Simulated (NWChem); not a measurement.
System: SiNH2F, singlet; SMILES N[Si]F

The following NWChem deck was run.

```
start job
memory heap 200 mb stack 900 mb global 1100 mb
geometry units angstroms noautosym nocenter noautoz
  Si    -0.643424     0.050619     0.000000
  F      0.430996     1.298357     0.000000
  N      0.490696    -1.233999     0.000000
  H      1.500971    -1.113414     0.000000
  H      0.213383    -2.210220     0.000000
end
basis spherical
  * library def2-svp
end
dft
  xc m06-2x
  iterations 150
end
cosmo
  do_cosmo_smd true
  solvent hexane
end
task dft energy
```

NWChem printed, in part:

```
             Northwest Computational Chemistry Package (NWChem) 7.3.0
             --------------------------------------------------------

                             Geometry "geometry" -> ""
                             -------------------------

 Output coordinates in angstroms (scale by  1.889725989 to convert to a.u.)

  No.       Tag          Charge          X              Y              Z
 ---- ---------------- ---------- -------------- -------------- --------------
    1 Si                  14.0000    -0.64342400     0.05061900     0.00000000
    2 F                    9.0000     0.43099600     1.29835700     0.00000000
    3 N                    7.0000     0.49069600    -1.23399900     0.00000000
    4 H                    1.0000     1.50097100    -1.11341400     0.00000000
    5 H                    1.0000     0.21338300    -2.21022000     0.00000000

 Effective nuclear repulsion energy (a.u.)     100.7822383802

                                 NWChem DFT Module
                                 -----------------

 Summary of "ao basis" -> "ao basis" (spherical)
 ------------------------------------------------------------------------------
       Tag                 Description            Shells   Functions and Types
 ---------------- ------------------------------  ------  ---------------------
 Si                         def2-svp                 8       18   4s3p1d
 F                          def2-svp                 6       14   3s2p1d
 N                          def2-svp                 6       14   3s2p1d
 H                          def2-svp                 3        5   2s1p

 in cosmo_initialize ...
 calling solv_data for solv:hexane

 solvent parameters
 solvname_short: hexane
 solvname_long:  n-hexane
 dielec:        1.8819
 dielecinf:     1.8903
 nonaqueous SMD model solvent descriptors
 dielec:        1.8819
 sola:          0.0000
 solb:          0.0000
 solc:          0.0000
 solg:         25.7500
 solh:          0.0000
 soln:          1.3749

          ---------------
          -cosmo- solvent
          ---------------
 Cosmo: York-Karplus, doi: 10.1021/jp992097l
 dielectric constant -eps-     =   1.88
 screen = (eps-1)/(eps    )    =   0.46862
 surface charge correction     = lagrangian

   van der Waals surface
 --------------------------

[...]

                                COSMO-SMD solvation results
                                ---------------------------

             internal energy in gas <Psi(g)|H|Psi(g)> =      -445.061150864933
         internal energy in solvent <Psi(s)|H|Psi(s)> =      -445.060936189563
                               delta internal energy  =         0.000214675370 (    0.13 kcal/mol)
   total free energy in solvent <Psi(s)|H+V/2|Psi(s)> =      -445.064748742421
 polarization energy contribution <Psi(s)|V/2|Psi(s)> =        -0.003812552858 (   -2.39 kcal/mol)
    total free energy in solvent including G(SMD-CDS) =      -445.064649531350
                       G(SMD-CDS) energy contribution =         0.000099211070 (    0.06 kcal/mol)
     1 M fixed-concentration free energy of solvation =        -0.003498666417 (   -2.20 kcal/mol)

                       DFT Final Molecular Orbital Analysis
                       ------------------------------------

 Vector   14  Occ=2.000000D+00  E=-4.845738D-01
              MO Center=  3.3D-01,  6.0D-01,  4.2D-10, r^2= 2.0D+00
   Bfn.  Coefficient  Atom+Function         Bfn.  Coefficient  Atom+Function
  ----- ------------  ---------------      ----- ------------  ---------------
    23      0.514110  2 F  py                26     -0.363503  2 F  py
    37      0.253444  3 N  py                22     -0.234849  2 F  px
    52      0.186512  5 H  s                 25      0.173128  2 F  px
     3     -0.130019  1 Si s                 40     -0.114249  3 N  py
    35     -0.093103  3 N  s                  9      0.088929  1 Si py

 Vector   15  Occ=2.000000D+00  E=-3.525089D-01
              MO Center=  3.8D-01, -1.0D+00,  4.7D-10, r^2= 1.3D+00
   Bfn.  Coefficient  Atom+Function         Bfn.  Coefficient  Atom+Function
  ----- ------------  ---------------      ----- ------------  ---------------
    38      0.534296  3 N  pz                41     -0.463188  3 N  pz
    13     -0.143017  1 Si pz                10     -0.133394  1 Si pz
    24     -0.126273  2 F  pz                27      0.103789  2 F  pz
     7      0.075737  1 Si pz                15      0.064744  1 Si d -1
    17      0.035937  1 Si d  1

 Vector   16  Occ=2.000000D+00  E=-2.994881D-01
              MO Center= -9.8D-01,  4.0D-02,  2.6D-08, r^2= 2.1D+00
   Bfn.  Coefficient  Atom+Function         Bfn.  Coefficient  Atom+Function
  ----- ------------  ---------------      ----- ------------  ---------------
     3      0.484267  1 Si s                  4      0.465029  1 Si s
     2      0.294145  1 Si s                  8     -0.284531  1 Si px
    11     -0.256152  1 Si px                35     -0.211474  3 N  s
    22     -0.204170  2 F  px                25      0.166368  2 F  px
     5      0.152839  1 Si px                36     -0.152711  3 N  px

 Vector   17  Occ=0.000000D+00  E=-1.293333D-03
              MO Center= -6.2D-01, -1.6D-02, -2.8D-08, r^2= 2.8D+00
   Bfn.  Coefficient  Atom+Function         Bfn.  Coefficient  Atom+Function
  ----- ------------  ---------------      ----- ------------  ---------------
    13      0.783663  1 Si pz                10      0.359475  1 Si pz
    41     -0.322307  3 N  pz                38      0.240215  3 N  pz
     7     -0.194050  1 Si pz                27     -0.179038  2 F  pz
    24      0.169068  2 F  pz                17      0.050345  1 Si d  1

[...]
```

Level: M06-2X/def2-SVP, SMD on the gas-phase geometry. Low-valent species are run as closed-shell singlets; no triplet was tried in these runs. All runs use the structure optimised with PBE0/def2-SVP. Solvent: n-hexane.
